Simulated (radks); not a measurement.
Q: All-electron atom: Cl+ in [Ne] 3s2 3p4. Calculated with a radial shooting solver on a logarithmic mesh with Libxc functionals: non-relativistic Kohn-Sham, SOGGA, spin-polarised, spherical densities, point nucleus; open shells are filled with parallel spins first. Some entries of the table are withheld. Estimate them.

orbital,occ.,eigenvalue (eV),<r^2> (bohr^2)
1s up,1,-2748.850,0.01126
1s down,1,-2748.482,0.01125
2s up,1,-263.1693,0.2372
2s down,1,-262.8116,0.2369
2p up,3,(1),0.2072
2p down,3,(2),0.2068
3s up,1,(3),2.570
3s down,1,(4),2.613
3p up,3,-20.1773,3.376
3p down,1,-18.0655,3.531

A: 
(1) 2p up eigenvalue (eV): -204.1235
(2) 2p down eigenvalue (eV): -203.6329
(3) 3s up eigenvalue (eV): -32.6762
(4) 3s down eigenvalue (eV): -30.4226
